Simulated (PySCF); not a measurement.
# What settings do to a single point of ReH6

The sound run of ReH6 (doublet; a saddle point, relaxed within its symmetry) uses PySCF 2.14.0, UKS PBE, Re def2-SVP with ECP60, H def2-SVP; non-relativistic Hamiltonian with scalar-relativistic core potentials where named; density fitting; no spin-orbit coupling, grid (50, 194), threshold 1e-8 Eh and 55 cycles, at the relaxed geometry:

```xyz
7

Re    0.0000    0.0000   -0.1447
H     1.0283    0.0000    1.1540
H    -0.5141    0.8905    1.1540
H    -0.5142   -0.8905    1.1540
H     1.5596    0.0000   -0.7307
H    -0.7798    1.3507   -0.7307
H    -0.7798   -1.3506   -0.7307
```

There Re1 has a Mulliken charge of 0.34 e and the dipole about the centre of mass is 0.01 D. Each run below changes one thing and starts from free metal ions and neutral atoms unless it says otherwise; with 55 cycles, smearing, a level shift and second-order steps follow where DIIS fails, and their cycles count. Energy shifts count from the sound run.

```csv
change,outcome,cycles,energy shift (eV),largest force component (eV/Å),charge on Re1 (e),dipole about the centre of mass (D)
"grid (40, 110)",converged,11,0.0015,0.08,0.34,0.01
threshold 1e-05,converged,8,0.0000,0.01,0.34,0.01
"H6 put 1.1 Å from Re1, limit 75 cycles",converged,13,6.37,29.30,0.42,0.69
all coordinates × 1.05,converged,13,0.29,1.63,0.28,0.09
```

(1) How does the run with this change end: start from the bare core Hamiltonian, limit 91 cycles?

Unsound on purpose, so not properties of the compound: H6 put 1.1 Å from Re1, limit 75 cycles.

Started from ions, an open shell can land on another state than the sound run's, and that then enters the shifts.

Forces carry noise of the integration grid, about 0.01 to 0.03 eV/Å.

Open shells may have lower solutions than the one found.

Answers

(1) outcome converged, cycles 14, energy shift (eV) 0.0000, largest force component (eV/Å) 0.01, charge on Re1 (e) 0.34, dipole about the centre of mass (D) 0.01.
